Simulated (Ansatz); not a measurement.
## Which is lower?

Two relaxed structures of H2TeO2, closed shell (PBE0-D4/def2-TZVP; forces vanish, vibrations not checked).

A:

```tsv
atom	x (Å)	y (Å)	z (Å)
O1	-0.9967	-0.5085	-0.5796
Te2	0.2560	-1.2048	0.4889
O3	1.4522	0.2920	0.8023
H4	-0.5015	-1.0382	2.0086
H5	0.9583	1.1094	0.6526
```

B:

```
atom    x (Å)    y (Å)    z (Å)
  O1   0.0557  -0.5725   0.6216
 Te2  -0.9066  -0.7618  -1.0929
  O3   1.2401   0.2199   0.4881
  H4  -1.8225   0.6180  -0.8930
  H5   0.9588   1.0483   0.8990
```

Computed with Ansatz 0.2.0 (basis: def2-TZVPP); correlated methods freeze the cores. Filled d shells of the heavier atoms are correlated. Core potentials replace the inner electrons of the atoms past krypton. The def2 sets are not built for correlating such inner shells, so the correlated values are less sure here. B3LYP uses VWN-RPA correlation.

Task: Which structure is lower at CCSD(T), and by how much? (An estimate is asked for; the value comes from the calculation.)

Result: Computed: A, by 41.87 kcal/mol (electronic energy, against the other). By their contacts, A is H₂TeO₂ ([O][TeH][OH]) and B is H₂TeO₂ ([OH][O][TeH]).

All methods give the same order:

```tsv
method	E(B) − E(A) (kcal/mol)
PBE-D4	41.44
r2SCAN-D4	43.43
PBE0-D4	40.55
B3LYP-D4	40.13
wB97M-V	38.85
HF	37.15
MP2	47.04
CCSD	40.41
CCSD(T)	41.87
```

T1 diagnostic: at most 0.020.

Labels in which every atom is bracketed show which atoms are joined, not bond orders.

For scale, one of the runs: CCSD(T)/def2-TZVPP, 140 basis functions, launched by `ansatz run in.yaml --threads 2 --pin off --events-out ev --progress --plain --max-ram 4352MiB`. The run took 43 s on 2 CPU threads of an Intel Xeon Platinum 8259CL (shared host), with 1 GiB of host memory at its peak.
